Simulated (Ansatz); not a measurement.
Relaxation of BClH₂OS (6 atoms, charge 0, multiplicity 1), to a largest force component of 0.015 eV/Å in at most 40 steps.

Theory: Ansatz 0.2.0, RKS CAM-B3LYP/STO-3G.

```xyz
6
Properties=species:S:1:pos:R:3
O 0.483 0.512 -1.292
B -0.127 -0.365 -0.318
S 0.863 -0.862 1.169
Cl -1.750 -1.026 -0.546
H 0.175 1.450 -1.001
H 0.397 0.227 1.941
```

Q: Where does it end, and by what steps?

A: The run converged. Limits of this set-up: minimal basis. After 11 steps the energy has fallen by 1.768 eV; H6 moved furthest, 0.92 Å.

| step | energy less start (eV) | largest force component (eV/Å) | accepted |
| --- | --- | --- | --- |
| 0 | 0.0000 | 2.652 | yes |
| 1 | -0.0955 | 2.099 | yes |
| 2 | -0.3430 | 2.229 | yes |
| 3 | -0.5669 | 3.314 | yes |
| 4 | -1.0156 | 2.159 | yes |
| 5 | -1.3554 | 1.116 | yes |
| 6 | -1.5794 | 1.316 | yes |
| 7 | -1.7420 | 0.541 | yes |
| 8 | -1.7671 | 0.177 | yes |
| 9 | -1.7673 | 0.091 | yes |
| 10 | -1.7677 | 0.062 | yes |
| 11 | -1.7679 | 0.007 | yes |

```xyz
6
Properties=species:S:1:pos:R:3
O 0.330 0.901 -0.599
B -0.223 -0.226 -0.086
S 0.332 -0.889 1.459
Cl -1.550 -1.064 -0.994
H -0.105 1.136 -1.482
H 1.258 0.078 1.655
```

Whether the end is a true minimum wasn't checked by a vibrational analysis.

Run time: 22 s on 1 thread of Arm Neoverse V2, on a shared host, peak memory 0.14 GiB.
